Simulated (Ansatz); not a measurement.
Consider the redistribution: `O[SiH]([SiH3])[SiH3]` + `[OH][Al]([SiH3])[Br]` → `[SiH3][SiH]([SiH3])[SiH3]` + `[OH][Al]([OH])[Br]`.

Program: Ansatz. Geometries: PBE0-D4/def2-TZVP. ΔE: electronic, gas phase. CCSD(T)/CBS is the MP2 limit (def2-TZVPP, def2-QZVPP) plus CCSD(T) − MP2 in def2-TZVPP, frozen cores. DFT in def2-TZVPP. B3LYP here is the variant with VWN-RPA as its local correlation; programs differ in this. For Br outer-core shells are correlated without core-valence functions, which leaves a few kJ/mol of doubt a bond. Scalar relativity is left out up to krypton. One conformer a species, not always the lowest.

CCSD(T)/CBS gives -66.7 kJ/mol.

(1) Another level gave -64.8 kJ/mol. Which?
A. r2SCANh-D4/def2-TZVPP
B. ωB97M-V/def2-TZVPP
C. B3LYP/def2-TZVPP
D. MP2/def2-TZVPP

Largest T1 diagnostic among the species: 0.014.

Answers

(1) B. ωB97M-V -64.8, B3LYP -57.2, r2SCANh-D4 -69.6, MP2/def2-TZVPP -73.7 kJ/mol.

From BLYP to BHLYP (50 % exact exchange), in def2-TZVPP and without D4, ΔE moves by −3.2 kJ/mol. The D4 term adds −6.1 kJ/mol with B3LYP and −3.4 kJ/mol with PBE0; it sums over pairs of atoms, weighted by their polarisabilities, and B3LYP, whose exchange is more repulsive, gets the larger term.

CCSD(T)/CBS has its own doubt, a few kJ/mol and more with outer-core shells, so smaller differences from it don't rank the levels.
